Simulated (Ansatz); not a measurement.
C2H9ClGeSi, SMILES `C[CH2][GeH]([SiH3])[Cl]` at its PBE0-D4/def2-TZVP geometry, where that method's forces vanish. The species carries charge 0 and has multiplicity 1.

```xyz
14

C    -1.7615    0.6343    0.3457
C    -1.2150   -0.7747    0.1789
Ge    0.7268   -0.8851    0.3927
Si    1.9799    0.5773   -1.0140
Cl    1.1564   -0.2259    2.4259
H    -2.8502    0.6482    0.2499
H    -1.3577    1.3163   -0.4071
H    -1.5096    1.0423    1.3270
H    -1.4510   -1.1795   -0.8106
H    -1.6504   -1.4571    0.9137
H     1.2149   -2.3461    0.3287
H     1.7550    0.2179   -2.4409
H     3.4255    0.4547   -0.6987
H     1.5369    1.9775   -0.7912
```

What forces (eV/Å) does PBE-D4/def2-TZVPP give on these atoms in Ansatz? (Estimate.)

The calculation gave: 
```
C1   0.005  0.000 -0.002
C2  -0.075  0.017 -0.008
Ge3  0.095 -0.015 -0.169
Si4 -0.030 -0.039  0.031
Cl5  0.060  0.092  0.283
H6  -0.218  0.012 -0.018
H7   0.074  0.141 -0.142
H8   0.045  0.089  0.190
H9  -0.032 -0.089 -0.191
H10 -0.074 -0.143  0.142
H11  0.058 -0.174 -0.012
H12 -0.018 -0.030 -0.149
H13  0.150 -0.006  0.027
H14 -0.040  0.145  0.018
```
